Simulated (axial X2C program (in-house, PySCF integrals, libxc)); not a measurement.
Low determinants of ZnC⁺ at the PBE0 level, spin-free

All values were computed with an in-house relativistic program for diatomic molecules. Spin-free means the one-electron spin-free X2C Hamiltonian. Basis: Zn dyall-cv3z [9s10p6d3f2g], C dyall-v3z [7s6p2d1f] (cores contracted in-house); Gaussian nuclei, density fitting, unrestricted open shells. Masses: Zn 63.929 u, C 12.000 u.

Search at 2.075 Å (vertical energies from the lowest determinant):

```
ΔE (eV)             state  electrons beyond evenly filled partner blocks  electrons in σ, π, δ, φ
   0.00  M_S = 1/2, Λ = 1                                            π+α                18 13 4 0
   0.51  M_S = 3/2, Λ = 0                                   σα, π+α, π-α                17 14 4 0
   1.23  M_S = 1/2, Λ = 0                                   σβ, π+α, π-α                17 14 4 0
   1.62  M_S = 3/2, Λ = 1                                    2 × σα, π+α                18 13 4 0
   2.09  M_S = 1/2, Λ = 0                                             σα                19 12 4 0
   2.21  M_S = 1/2, Λ = 1                                    2 × σα, π+β                18 13 4 0
   2.25  M_S = 1/2, Λ = 0                                   σα, π+β, π-α                17 14 4 0
```

Lowest determinant, M_S = 1/2, Λ = 1 (beyond evenly filled blocks: π+α): Re = 2.067 Å, ωe = 434.6 cm⁻¹.

The determinant in row 2 of the search, M_S = 3/2, Λ = 0 (beyond evenly filled blocks: σα, π+α, π-α), was followed along the bond at PBE0; measured from the minimum of the lowest determinant it gives:

Te = 0.298 eV (2401 cm⁻¹), Re = 1.867 Å, ωe = 618.5 cm⁻¹.

Problem. Compare the bond of the determinant in row 2 with that of the lowest one.

Solution. At PBE0 its Re is 0.200 Å shorter and its force constant, which goes as ωe², is 2.03 times that of the lowest determinant. T0 ≈ Te + Δωe/2 = 2401 + (92) = 2493 cm⁻¹.

The search compares states at one distance, so a state with another bond length can lie lower; it is not exhaustive and yields mostly the lowest determinant of each block pattern, so other components and higher states of one pattern are missing. These are energies of single determinants, not of spin-adapted states; PBE0 term energies can be off by some tenths of an eV, and the functional has no current term. Row 1 is spin-contaminated (⟨S²⟩ = 0.82 against 0.75), so its values are not those of a pure state.
